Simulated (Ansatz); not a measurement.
CH4AlClFNO. The species carries charge 0 and has multiplicity 1. The bonds changed during the relaxation, so this is another structure than the one it started from. All single points use the PBE0-D4/def2-TZVP geometry. It is one conformer, not always the lowest.

```xyz
10

N    -1.468   -1.042   -0.211
C    -0.469   -0.434   -0.752
O     2.171    0.114    0.393
F    -0.264   -0.795   -1.994
Al    0.683    0.957    0.318
Cl   -0.551    0.793    2.117
H    -1.660   -0.787    0.758
H    -2.028   -1.733   -0.696
H     3.016    0.553    0.451
H     0.570    2.375   -0.384
```

(1) What is the dipole moment at r2SCAN/def2-TZVPP? (Estimate.)

(2) And with PBE, B3LYP, ωB97M-V? (An estimate is asked.)

(3) Give the Mulliken charges with r2SCAN, PBE, ωB97M-V in def2-TZVPP. (Best estimate.)

## Answers

(1) The calculation gave: 5.10 D, with components (-3.03, -3.36, -2.35) D in this frame, pointing from negative to positive charge.

(2) Computed: PBE 5.05 D, B3LYP 5.02 D, ωB97M-V 5.06 D.

(3) The calculation gave: 
| atom | r2SCAN | PBE | ωB97M-V |
| --- | --- | --- | --- |
| N1 | -0.16 | -0.11 | -0.09 |
| C2 | 0.26 | 0.20 | 0.23 |
| O3 | -0.47 | -0.40 | -0.43 |
| F4 | -0.14 | -0.10 | -0.13 |
| Al5 | 0.50 | 0.37 | 0.42 |
| Cl6 | -0.39 | -0.36 | -0.36 |
| H7 | 0.23 | 0.22 | 0.20 |
| H8 | 0.19 | 0.19 | 0.17 |
| H9 | 0.18 | 0.17 | 0.15 |
| H10 | -0.21 | -0.18 | -0.17 |

B3LYP here is the variant with VWN-RPA as its local correlation; programs differ in this.
